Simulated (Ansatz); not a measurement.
Niobium pentachloride, Cl₅Nb, 6 atoms. The species carries charge 0 and has multiplicity 1. Correlated methods include outer-core shells of Nb, which these sets cover unevenly. Nb takes the def2 core potential. Hardware: A = 2 threads of an AMD EPYC 7R13 on a shared host and a share of an NVIDIA H100 80 GB; B = 2 threads of an AMD EPYC 7R13 on a shared host. Correlated methods freeze the cores. Open-shell runs search over several starts.

(1) How many basis functions does each run have, and how long does it take in Ansatz? RKS ωB97M-V/def2-TZVPP energy and forces [B]; UHF-MP2/def2-QZVPP energy of the cation [A]; RKS PBE0-D4/def2-QZVPP energy [A]; RKS PBE0-D4/def2-TZVP frequencies [A]; RKS ωB97M-V/def2-QZVPP energy [A]; UHF-CCSD(T)/def2-TZVPP energy of the cation [A]; UKS r2SCAN-D4/def2-TZVPP energy of the cation [B]; RKS ωB97M-V/def2-SVP energy [B]; UKS B2PLYP (frozen core)/def2-TZVPP energy of the cation [B]; RHF-CCSD(T)/def2-TZVPP energy [A]; UKS PBE-D4/def2-TZVPP energy of the cation [B]; RHF-MP2/def2-QZVPP energy [A]. (An estimate is asked.)

Results:

(1) The calculation gave: Other jobs shared the machine, so times are rough.

| level | job | functions | wall time | peak host memory (GiB) |
| --- | --- | --- | --- | --- |
| RKS PBE0-D4/def2-QZVPP | energy [A] | 431 | 3.1 s | 0.98 |
| RHF-MP2/def2-QZVPP | energy [A] | 431 | 3.1 s | 0.98 |
| RKS ωB97M-V/def2-QZVPP | energy [A] | 431 | 5.5 s | 1.1 |
| RHF-CCSD(T)/def2-TZVPP | energy [A] | 266 | 5.5 s | 0.88 |
| RKS ωB97M-V/def2-SVP | energy [B] | 121 | 14 s | 0.54 |
| RKS ωB97M-V/def2-TZVPP | energy and forces [B] | 266 | 32 s | 1.5 |
| UHF-MP2/def2-QZVPP | energy of the cation [A] | 431 | 94 s | 1.2 |
| UKS PBE-D4/def2-TZVPP | energy of the cation [B] | 266 | 97 s | 1.2 |
| RKS PBE0-D4/def2-TZVP | frequencies [A] | 225 | 2 min | 0.98 |
| UHF-CCSD(T)/def2-TZVPP | energy of the cation [A] | 266 | 3.7 min | 1.3 |
| UKS r2SCAN-D4/def2-TZVPP | energy of the cation [B] | 266 | 4 min | 1.3 |
| UKS B2PLYP (frozen core)/def2-TZVPP | energy of the cation [B] | 266 | 4 min | 1.4 |
